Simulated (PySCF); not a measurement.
Species: C5HNO2.
SMILES with atom numbers: `[N:1]#[C:2][c:3]1[cH:4][c:5](=[O:6])[c:7]1=[O:8]` (hydrogens: H9 on C4)

Method: CAM-B3LYP/def2-SVP geometry optimisation, gas phase in PySCF 2.14.0; density fitting, grid level 1; the optimiser is geomeTRIC in internal coordinates, started from a GFN2-xTB structure.

Geometry at step 1:
```
atom  x, y, z in Å
N1      2.9503   -0.1297   -0.3547
C2      1.7978   -0.1659   -0.3081
C3      0.3790   -0.1661   -0.2494
C4     -0.5573   -1.1407   -0.2389
C5     -1.7166   -0.1737   -0.1573
O6     -2.8968   -0.2557   -0.1014
C7     -0.6388    0.9699   -0.1736
O8     -0.6039    2.1508   -0.1471
H9     -0.4985   -2.2297   -0.2767
```

**Question.** What forces act on the atoms?

**Answer.** 
```csv
atom,Fx (eV/Å),Fy (eV/Å),Fz (eV/Å)
N1,0.074,-0.001,-0.003
C2,-0.122,-0.001,0.000
C3,0.177,0.011,0.000
C4,-0.048,-0.127,-0.008
C5,-0.005,-0.024,0.011
O6,-0.057,0.006,-0.004
C7,-0.066,0.052,-0.010
O8,0.030,0.029,0.007
H9,0.016,0.056,0.006
```

The largest, 0.18 eV/Å, acts on C3; the rms over all components is 0.057 eV/Å. The forces sum to zero within rounding, as they must for an isolated molecule in no field.

**Question.** Give the force on C3 in Eh/bohr and in nN.

**Answer.** 0.178 eV/Å ÷ 51.422 = 0.00345 Eh/bohr, and 0.178 eV/Å × 1.602 = 0.28 nN.

**Question.** How far is this geometry from the end of the optimisation?

**Answer.** 0.001 eV above it, and 0.004 Å rms away after alignment. The bonds farthest from their final lengths, with half the difference of the two atoms' forces along the bond (positive lengthens):

```tsv
bond	now (Å)	final (Å)	force along bond (eV/Å)
C3–C7	1.527	1.530	+0.10
C5–C7	1.572	1.574	+0.01
C2–C3	1.420	1.418	-0.15
C4–H9	1.091	1.090	-0.09
```

The cost below is that of the whole optimisation. Time: 20 s wall; peak memory 0.58 GiB. Hardware: an AMD EPYC 9R14 with one thread, shared host with 192 logical CPUs at a one-minute load of 57.
